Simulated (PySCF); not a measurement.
# How methods differ on the excitation energy of Zr

Zr [Kr] 4d2 5s2 (3F) → Zr [Kr] 4d4 (5D), as a difference of total energies. Computed with PySCF 2.14 in aug-cc-pVDZ-PP with ECP28MDF (5s5p4d2f, 54 functions), with a scalar-relativistic core potential. Correlated levels: valence: 4s2 4p6 frozen. The calculations carry no spin-orbit coupling.

```
           method  excitation energy (eV)
              UHF                   2.441
              PBE                   1.912
             PBE0                   1.992
           r2SCAN                   1.981
           PBEsol                   1.847
        CAM-B3LYP                   2.525
            HSE06                   2.023
            TPSSh                   2.136
SCS-MP2 (valence)                   3.269
```

Estimate what MP2 (valence) gives.

2.687 eV, closest to CAM-B3LYP among the rows shown.

Estimate what LDA gives.

2.035 eV, closest to HSE06 among the rows shown.
